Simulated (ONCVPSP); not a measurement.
Which change was made? (Cd, ONCV)

| Item | Value |
| --- | --- |
| Element | Cd |
| Generator | ONCVPSP 4.0.1 |
| Type | optimised norm-conserving Vanderbilt (ONCV) |
| Functional | PBE |
| Relativity | scalar-relativistic |
| Frozen core | [Ar] 3d10 |
| Valence charge | 20 |
| Reference configuration | 4s2 4p6 4d10 5s2 |
| Partial waves | 4s+5s: rc 1.70 bohr, ncon 4, nbas 7, qcut 7.7 1/bohr, 2 projectors; 4p: rc 1.00 bohr, ncon 3, nbas 7, qcut 7.4 1/bohr, 2 projectors, debl 2 Ha; 4d: rc 1.85 bohr, ncon 3, nbas 8, qcut 8.2 1/bohr, 2 projectors, debl 0.6 Ha |
| Local potential | polynomial inside 0.70 bohr (lpopt 5, dvloc0 2 Ha) |
| Core correction | Teter function fitted to the true core (icmod 2), fcfact 0.65 |

In the p channel the program set the typed energies aside and used -2.461, 0.250 Ha.

Cutoffs, loose and tight: the cutoffs (Ha) at which the residual kinetic energy of the hardest occupied pseudo-wave falls to 1 and 0.1 mHa per electron. They do not see the model core or the augmentation charge, which bear on the density cutoff. Test errors are all-electron minus pseudo excitation energies from the reference, over the configurations 4s2 4p6 4d10 5s1; 4s2 4p6 4d10 5s0; 4s2 4p6 4d9 5s0; 4s2 4p6 4d9 5s2; variants that change the core or the reference have their own tests.

The base gives: outcome: generated, projector energies reset by the program; cutoff, loose: 144 Ha; cutoff, tight: 232 Ha; bound ghosts: s; GHOST(+) flags above zero: none; largest test error (meV): +14.

Task: After one change the result is: outcome: generated, projector energies reset by the program; cutoff, loose: 144 Ha; cutoff, tight: 232 Ha; bound ghosts: s; GHOST(+) flags above zero: d; largest test error (meV): +38. Which change was it?
A. d: qcut 4.7
B. d: qcut 6.6
C. d: qcut 5.9

Result: B. The others give: d: qcut 4.7 → outcome: generated, projector energies reset by the program; bound ghosts: s, d; GHOST(+) flags above zero: none; largest test error (meV): +98 | d: qcut 5.9 → outcome: generated, projector energies reset by the program; cutoff, loose: 144 Ha; cutoff, tight: 232 Ha; bound ghosts: s; GHOST(+) flags above zero: none; largest test error (meV): +56.
